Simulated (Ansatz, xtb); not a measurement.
## C6H9Cl: which of two isomers lies lower

Structure X is `C=C[C@@H]1CC[C@H]1Cl`, a singlet and structure Y is `C=C[C@@H]1CC[C@@H]1Cl`, a singlet. Both are isolated molecules in the gas phase, relaxed with r2SCAN-D4/def2-SVP; the shapes shown needn't be the lowest conformers.

X (Å):

```xyz
16

C    -2.1522   -3.3971    0.8173
C    -1.7388   -2.1994    0.3868
C    -0.3612   -1.8892   -0.0806
C     0.4039   -0.6540    0.4845
C     1.0206   -0.4363   -0.9171
C    -0.1650   -1.2357   -1.4686
Cl    0.0956   -2.3152   -2.8777
H    -1.4692   -4.2532    0.8544
H    -3.1826   -3.5649    1.1439
H    -2.4513   -1.3614    0.3614
H     0.2846   -2.7819   -0.0213
H    -0.2955    0.1535    0.7562
H     1.0850   -0.8334    1.3299
H     1.9545   -1.0068   -1.0360
H     1.1682    0.5883   -1.2898
H    -1.0168   -0.5860   -1.7248
```

Y (Å):

```
atom    x (Å)    y (Å)    z (Å)
   C   1.6491   0.8718   1.0739
   C   1.2272  -0.1423   0.3111
   C  -0.2078  -0.4771   0.0735
   C  -0.5418  -1.9856   0.3237
   C  -0.3583  -2.2590  -1.1875
   C  -0.5796  -0.7595  -1.4110
  Cl   0.3526   0.0557  -2.7112
   H   2.7144   1.0668   1.2272
   H   0.9399   1.5451   1.5684
   H   1.9677  -0.7909  -0.1768
   H  -0.8536   0.2597   0.5788
   H  -1.5850  -2.1175   0.6493
   H   0.1201  -2.5217   1.0209
   H  -1.0437  -2.9554  -1.6941
   H   0.6781  -2.5414  -1.4272
   H  -1.6377  -0.5235  -1.5968
```

Quicker runs give these differences E(Y) − E(X): GFN2-xTB +0.038 eV; HF/STO-3G +0.064 eV (at GFN2-xTB geometries); r2SCAN-D4/def2-SVP//GFN2-xTB +0.051 eV.

Q: Estimate E(Y) − E(X) at the level CCSD(T)/def2-SVP + ΔMP2/def2-TZVPP.

A: CCSD(T)/def2-SVP + ΔMP2/def2-TZVPP gives E(Y) − E(X) = +0.065 eV, slightly favouring structure X, which is too small a margin to settle the true order.

How the difference moves with the method:

| level | geometry | E(Y) − E(X) (eV) | departure from the last row (eV) | job, with rough time for the two |
| --- | --- | --- | --- | --- |
| GFN2-xTB | GFN2-xTB | +0.038 | −0.027 | optimisation, 0.73 s |
| HF/STO-3G | GFN2-xTB | +0.064 | −0.001 | single point, 1.2 s |
| r2SCAN-D4/def2-SVP//GFN2-xTB | GFN2-xTB | +0.051 | −0.014 | single point, 7.5 s |
| r2SCAN-D4/def2-SVP | r2SCAN-D4/def2-SVP | +0.066 | 0.000 | optimisation, 100 s |
| HF/def2-SVP | r2SCAN-D4/def2-SVP | +0.093 | +0.028 | part of the CCSD(T) run |
| MP2/def2-SVP | r2SCAN-D4/def2-SVP | +0.061 | −0.005 | part of the CCSD(T) run |
| CCSD(T)/def2-SVP | r2SCAN-D4/def2-SVP | +0.062 | −0.003 | single point |
| CCSD(T)/def2-SVP + ΔMP2/def2-TZVPP | r2SCAN-D4/def2-SVP | +0.065 |  | single point, 2.3 min |

As drawn, both hold the same kinds of bond in the same numbers.

The largest departure from CCSD(T)/def2-SVP + ΔMP2/def2-TZVPP is that of HF/def2-SVP, 0.028 eV. The last row adds to CCSD(T) the change of the MP2 difference between the two basis sets, here +0.003 eV.

With thermal terms from frequencies at re-optimised GFN2-xTB minima (ideal gas, soft modes damped towards free rotors, one conformer each, 298.15 K, 1 atm): the zero-point term adds +0.002 eV; ΔH is +0.066 and ΔG +0.071 eV.

The correlated steps freeze 11 core orbitals. Programs: Ansatz 0.2.0, xtb 6.7.1; the last row on 2 threads of Intel(R) Xeon(R) Platinum 8259CL CPU @ 2.50GHz (Skylake/Cascade Lake) on a shared host.
